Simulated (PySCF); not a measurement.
InF₂Br, SMILES [F][In]([F])[Br].

The structure is a stationary point at PBE-D3(BJ)/def2-SVP. The def2 effective core potentials stand for the cores of In; spin–orbit coupling is left out.

All values below come from TDA-B3LYP/def2-SVPD (PySCF).

Vertical excitations. Gas-phase values at a fixed geometry. State labels are in the subgroup C2v.

Computed excitation energies, oscillator strengths and character:
| state | symmetry | energy (eV) | λ (nm) | f | main pairs |
|---|---|---|---|---|---|
| S1 | B2 | 4.08 | 304 | 0.011 | HOMO→LUMO 99 % |
| S2 | B1 | 4.18 | 297 | 0.009 | HOMO−1→LUMO 100 % |
| S3 | A1 | 5.51 | 225 | 0.082 | HOMO−2→LUMO 68 %, HOMO−6→LUMO 21 % |
| S4 | B2 | 5.52 | 224 | 0.013 | HOMO−3→LUMO 94 % |
| S5 | A2 | 5.53 | 224 | 0.000 | HOMO−4→LUMO 99 % |
| S6 | A2 | 5.88 | 211 | 0.000 | HOMO→LUMO+1 100 % |
| S7 | B1 | 5.91 | 210 | 0.027 | HOMO−5→LUMO 99 % |
| S8 | A1 | 6.10 | 203 | 0.000 | HOMO−1→LUMO+1 61 %, HOMO−6→LUMO 38 % |
| S9 | B2 | 6.95 | 178 | 0.053 | HOMO−7→LUMO 64 %, HOMO−4→LUMO+1 32 % |
| S10 | B1 | 7.07 | 175 | 0.008 | HOMO−2→LUMO+1 98 % |
| T1 | B2 | 3.68 | 337 | 0 | HOMO→LUMO 99 % |
| T2 | B1 | 3.80 | 326 | 0 | HOMO−1→LUMO 99 % |
| T3 | A1 | 4.65 | 267 | 0 | HOMO−2→LUMO 98 % |
| T4 | B2 | 5.07 | 244 | 0 | HOMO−3→LUMO 97 % |
Triplets are in the Tamm–Dancoff approximation.
